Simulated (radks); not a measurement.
Re3+, configuration [Xe] 4f14 5d3.5 6s0.5 (fractional occupations, a model configuration).

Method: Dirac Kohn-Sham, PBE, spin-unpolarised, spherical densities, point nucleus; open shells are shared between the two j in proportion to 2j + 1; computed with a radial shooting solver on a logarithmic mesh with Libxc functionals.

Energy parts (eV):
| part | energy |
|---|---|
| total | -454859.25 |
| kinetic | 514530.87 |
| electron-nucleus | -1135829.06 |
| Hartree | 175472.25 |
| exchange-correlation | -9033.31 |

Orbitals (lengths in bohr, moments of r in powers of bohr; r(90%) holds 90 % of the orbital's charge):
| orbital | occ. | eigenvalue (eV) | r(90%) | <1/r> | <r> |
|---|---|---|---|---|---|
| 1s1/2 | 2 | -71595.19 | 0.0329 | 88.81 | 0.01803 |
| 2s1/2 | 2 | -12430.60 | 0.118 | 21.65 | 0.07557 |
| 2p1/2 | 2 | -11894.07 | 0.104 | 21.60 | 0.06246 |
| 2p3/2 | 4 | -10454.21 | 0.115 | 18.04 | 0.07054 |
| 3s1/2 | 2 | -2902.127 | 0.290 | 7.946 | 0.1969 |
| 3p1/2 | 2 | -2663.010 | 0.281 | 7.858 | 0.1870 |
| 3p3/2 | 4 | -2350.309 | 0.302 | 6.936 | 0.2019 |
| 3d3/2 | 4 | -1949.455 | 0.275 | 6.831 | 0.1765 |
| 3d5/2 | 6 | -1881.589 | 0.281 | 6.614 | 0.1811 |
| 4s1/2 | 2 | -630.7825 | 0.633 | 3.343 | 0.4404 |
| 4p1/2 | 2 | -531.0723 | 0.647 | 3.232 | 0.4450 |
| 4p3/2 | 4 | -458.1286 | 0.695 | 2.911 | 0.4784 |
| 4d3/2 | 4 | -294.6249 | 0.739 | 2.699 | 0.4934 |
| 4d5/2 | 6 | -281.1493 | 0.756 | 2.622 | 0.5048 |
| 4f5/2 | 6 | -75.3604 | 0.945 | 2.182 | 0.5749 |
| 4f7/2 | 8 | -72.8447 | 0.960 | 2.151 | 0.5835 |
| 5s1/2 | 2 | -116.5424 | 1.48 | 1.311 | 1.032 |
| 5p1/2 | 2 | -86.2175 | 1.64 | 1.186 | 1.127 |
| 5p3/2 | 4 | -74.9931 | 1.78 | 1.075 | 1.222 |
| 5d3/2 | 1.4 | -34.9637 | 2.47 | 0.7900 | 1.634 |
| 5d5/2 | 2.1 | -33.8207 | 2.54 | 0.7671 | 1.678 |
| 6s1/2 | 0.5 | -30.1091 | 3.58 | 0.5112 | 2.510 |

The highest occupied level is 6s1/2 at -30.109 eV. Summed over all electrons, <r^2> = 38.13 bohr^2, which gives a Langevin (diamagnetic) susceptibility term of -30.2 x 10^-6 cm^3/mol.
